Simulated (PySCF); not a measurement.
# Dipole moment and polarisability of `C[S@@](=O)[C@]12C[C@H](C1)[C@H]2F`

C₆H₉FOS.
Structure used (PBE0-D3(BJ)/def2-SVP), in Å, numbered top down from 1:
```xyz
18
C6H9FOS angstrom
C      2.443    0.049    0.229
S      1.151   -0.813    1.164
O      0.948   -0.048    2.441
C     -0.205   -0.303    0.088
C     -0.606    1.138   -0.308
C     -1.679    0.207   -0.929
C     -1.686   -0.566    0.409
C     -0.540   -0.736   -1.345
F      0.311   -0.318   -2.327
H      2.232    1.126    0.293
H      2.444   -0.296   -0.815
H      3.400   -0.177    0.717
H     -0.931    1.779    0.523
H      0.057    1.661   -1.009
H     -2.548    0.503   -1.533
H     -2.022   -1.615    0.391
H     -2.070   -0.023    1.282
H     -0.782   -1.797   -1.517
```

Level: wB97X-D/def2-SVPD (PySCF), static field, nuclei fixed, core orbitals frozen in the response. The polarisability tensor in these axes (au):

```
x   99.19  0.78  4.59
y    0.78 80.31 -0.90
z    4.59 -0.90 92.27
```

Task: Diagonalise the tensor; give its mean and Δα, where Δα² is half the sum of the squared differences of the eigenvalues.

Result: Principal values 80.17, 90.12 and 101.49 au; mean 90.59 au = 13.42 Å³ = 14.94 × 10⁻⁴⁰ C²·m²/J; Δα = 18.48 au (20 % of the mean).

Task: What is the dipole moment, and where does it point?

Result: (-1.10, -0.36, -3.05) D, 3.26 D in size, pointing from the negative to the positive side. Measured along this direction, the outermost atoms are O3 at the negative end and H15 at the positive end.

Task: Rayleigh depolarisation ratio (linearly polarised light, static tensor)?

Result: ρ = 3Δα²/(45ᾱ² + 4Δα²) = 1024.0/(369296 + 1365.4) = 0.00276.

Task: Find the Langevin capture rate constant for H3+ (3.023 u) meeting this molecule (148.036 u), k = 2.342 × 10⁻⁹ cm³/s × √(α in Å³ / reduced mass in u).

Result: The reduced mass is 2.96 u, so k = 4.99 × 10⁻⁹ cm³/s. The formula leaves out the permanent dipole, which adds to the capture rate.

Task: How large is μ²/3kT at 250 K beside α?

Result: In Gaussian units μ²/3kT = 102.76 Å³ against 13.42 Å³, a ratio of 7.65; the Debye molar polarisation (4π/3)N_A(α + μ²/3kT) is 293.1 cm³/mol, leaving out the vibrational part.

Task: Refractivity n − 1 of an ideal gas of it at 350 K and 1 atm, from the electronic α?

Result: N = p/kT = 2.0968 × 10¹⁹ cm⁻³, so n − 1 = 2π × N × 13.42 × 10⁻²⁴ cm³ = 1769 × 10⁻⁶ at long wavelengths, for an ideal gas.

Task: Form Σ f/ω² (atomic units) for the 6 lowest TDDFT singlets, given as eV and f, and set it beside the mean polarisability, which is this sum over all singlets: 5.80, 0.0092; 6.13, 0.0612; 6.76, 0.0077; 6.80, 0.0332; 7.30, 0.0170; 7.56, 0.0638.

Result: They add up to 3.13 au, 3.5 % of the 90.59 au; the largest single term is 1.20 au, from the state at 6.13 eV. Terms in order: 0.20, 1.20, 0.13, 0.53, 0.24, 0.83 au. Higher excitations give the rest. The strengths listed sum to 0.192.

Geometry: PBE0-D3(BJ)/def2-SVP, one conformer, isolated molecule.

The run behind these numbers computed excited states as well. The run took about 3 min of CPU time (one thread, shared machine).
